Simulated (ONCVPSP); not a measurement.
**antimony: variants of one ONCV potential**

Base potential:

antimony, optimised norm-conserving Vanderbilt (ONCV), made with ONCVPSP 4.0.1 (LDA (Perdew-Zunger), scalar-relativistic). Core [Kr] 4d10, reference 5s2 5p1 (charge +2). Waves: 5s: rc 2.00 bohr, ncon 4, nbas 8, qcut 2.7 1/bohr, 2 projectors, debl 2.3 Ha; 5p: rc 1.80 bohr, ncon 4, nbas 9, qcut 4.9 1/bohr, 2 projectors, debl 3.6 Ha. Local part: polynomial inside 1.15 bohr (lpopt 5, dvloc0 3 Ha). Core correction: Teter function fitted to the true core (icmod 2), fcfact 0.5.

All-electron outer shells of the reference configuration (LDA (Perdew-Zunger), scalar-relativistic, ld1.x):

| shell | level (eV) | outermost node (bohr) | outermost maximum (bohr) |
| --- | --- | --- | --- |
| 4p | -120.13 | 0.39 | 0.76 |
| 4d | -51.98 | 0.38 | 0.84 |
| 5s | -29.82 | 0.95 | 1.83 |
| 5p | -20.41 | 1.03 | 2.16 |

Cutoffs, loose and tight: the cutoffs (Ha) at which the residual kinetic energy of the hardest occupied pseudo-wave falls to 1 and 0.1 mHa per electron. They do not see the model core or the augmentation charge, which bear on the density cutoff. Test errors are all-electron minus pseudo excitation energies from the reference, over the configurations 5s2 5p3; 5s2 5p2; 5s2 5p0; 5s1 5p4. A dash means not determined; rows that change the core or the reference have their own tests.

A true bound ghost makes a file unfit for plane-wave use even where its test errors are small: the radial tests pick states by their node count and pass the ghost by.

| change | outcome | cutoff, loose | cutoff, tight | bound ghosts | GHOST(+) flags above zero | largest test error (meV) |
| --- | --- | --- | --- | --- | --- | --- |
| base | generated | 36 Ha | 68 Ha | s | p | -20 |
| s: qcut 1.7; p: qcut 3.1 | generated | 40 Ha | 47 Ha | s | p | -19 |
| s: qcut 2.2; p: qcut 4 | generated | 39 Ha | 70 Ha | s | p | -19 |
| s: qcut 2.6; p: qcut 4.8 | generated | 37 Ha | 70 Ha | s | p | -20 |
| s: qcut 3.1; p: qcut 5.6 | generated | 23 Ha | 42 Ha | s, p | none | -21 |
| s: qcut 3.5; p: qcut 6.4 | generated | 15 Ha | 38 Ha | s, p | p | -22 |
| s: qcut 3.8; p: qcut 6.8 | failed: ERROR pspot: first pseudo wave function has node, program will stop | – | – | – | – | – |
